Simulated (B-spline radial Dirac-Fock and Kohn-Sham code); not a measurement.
**O 2p1/2: cross section and angular parameters**

System: neutral oxygen, [He] 2s2 2p4; threshold 13.20 eV (orbital energy of the model). Calculated with a radial atomic solver, using Dirac-Hartree-Slater photoionisation with a Latter tail; cross sections with all multipoles, angular parameters from the dipole term and its interference with E2.

The run's input, task.json:

```json
{"items": [{
  "Z": 8,
  "q": 0,
  "cfg": [[1, 0, 2], [2, 0, 2], [2, 1, 4]],
  "A": 16,
  "rrms": 2.6991,
  "do": "xps",
  "hv": [60, 71.7, 78.9, 99.8, 114.0, 119.0, 123.0, 129.0, 151.0, 166.0, 184.0, 200, 221.0, 300, 400, 630.0, 854.0, 1040.0, 1090.0, 2000, 3180.0, 3550.0, 5414.7, 8047.8, 8140.0, 8160.0, 9670.0, 9900.0, 10500.0, 12000],
  "edges": {"K": 543.1}
}]}
```

Command: `python xray2_run.py task.json out`

```csv
hν (eV),σ (kb),β,γ,δ
60,1190,1.447,0.047,0.008
71.7,829,1.479,0.060,0.008
78.9,671,1.491,0.068,0.008
99.8,383,1.503,0.094,0.009
114,273,1.499,0.111,0.010
119,245,1.496,0.118,0.011
123,224,1.492,0.122,0.011
129,198,1.487,0.129,0.011
151,129,1.460,0.152,0.012
166,99.4,1.438,0.166,0.013
184,74.4,1.410,0.180,0.015
200,58.6,1.384,0.192,0.016
221,43.7,1.350,0.207,0.017
300,17.4,1.231,0.252,0.023
400,7.15,1.103,0.292,0.030
630,1.64,0.882,0.355,0.048
854,0.591,0.738,0.393,0.063
1040,0.299,0.652,0.417,0.076
1090,0.254,0.632,0.423,0.079
2000,0.0287,0.422,0.510,0.130
3180,0.00500,0.290,0.607,0.181
3550,?,?,?,?
5414.7,0.000615,0.160,0.695,0.258
8047.8,0.000127,0.111,0.788,0.325
8140,0.000121,0.110,0.791,0.327
8160,0.000120,0.110,0.792,0.328
9670,6.07e-05,0.093,0.853,0.361
9900,5.52e-05,0.091,0.862,0.365
10500,4.35e-05,0.084,0.884,0.378
12000,2.53e-05,0.069,0.933,0.408
```

Q: Give the values at 3550 eV.

A: σ = 0.00326 kb, β = 0.259, γ = 0.630, δ = 0.196.
